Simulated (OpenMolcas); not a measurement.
Au5+ (d6) among equal point charges was computed by CASSCF with the d shell active (OpenMolcas, ANO-RCC-VTZP on the metal). Its lowest spin-free states, and all those of the highest spin:

| 2S+1 | Degeneracy | E (cm-1) |
| --- | --- | --- |
| 5 | 1 | 0.0 |
| 5 | 2 | 1828 |
| 5 | 2 | 5564 |
| 3 | 2 | 21082 |
| 3 | 1 | 21152 |
| 3 | 2 | 21627 |
| 3 | 1 | 22335 |
| 3 | 2 | 23048 |
| 3 | 2 | 23907 |
| 3 | 1 | 24487 |
| 3 | 2 | 25106 |
| 3 | 1 | 25393 |

Task: Is the site octahedral, tetrahedral or cube-like, axial, or of lower symmetry?

Result: The states with 2S+1 = 5 have orbital degeneracies 1, 2, 2. There are pairs but no triples, so the site is axial: not cubic, but with a proper or improper axis of order three or more. The run had Au5+ among 6 point charges of -1.7 e arranged as a trigonal antiprism (D3d), 2.35 Å from the ion, with a polar angle of 62.4° against the regular 54.74°.

Spin-orbit coupling mixes the spin-free states strongly: the lowest level takes only 50 % from its leading state, 5A1. Without dynamic correlation the repulsion within the d shell is too large (B by tens of per cent), so at a given field states of lower spin stand too high. Point charges give a weaker field than real ligands, and real ions of this kind are as a rule low spin; the high spin found here belongs to the model. Point charges carry no covalency, so the field is a model and not that of real ligands. No measured value stands beside these numbers.
